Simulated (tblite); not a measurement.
Isomers of [C4H7O3S]- (charge -1). Calculated harmonic vibrations of the isolated species, GFN2-xTB (tblite), most abundant isotopes, no scaling. The method is semi-empirical: single wavenumbers can be off by several per cent or more. One conformer each.

Electronic energies: GFN2-xTB at the same geometries; isomer energies are rough at this level and their order can be wrong.

| SMILES | electronic energy, lowest = 0 (kcal/mol) |
| --- | --- |
| CC/C=C/S(=O)(=O)[O-] | 10.7 |
| C=C(C)CS(=O)(=O)[O-] | 0.0 |
| C=CCCS(=O)(=O)[O-] | 7.4 |

**Question.** How do GFN2-xTB zero-point energies change the relative energies?

**Answer.** 
```
              SMILES  ZPE (kcal/mol)  of it from modes above 1550 cm⁻¹  electronic (kcal/mol)  with ZPE, lowest = 0 (kcal/mol)  lowest mode (cm⁻¹)  rings
C=C(C)CS(=O)(=O)[O-]            68.2                              32.8                    0.0                              0.0                  34      0
  C=CCCS(=O)(=O)[O-]            68.2                              32.7                    7.4                              7.4                  48      0
CC/C=C/S(=O)(=O)[O-]            68.4                              32.6                   10.7                             10.9                  31      0
```

The zero-point energies span 0.2 kcal/mol, from `C=CCCS(=O)(=O)[O-]` to `CC/C=C/S(=O)(=O)[O-]`. The order is unchanged.
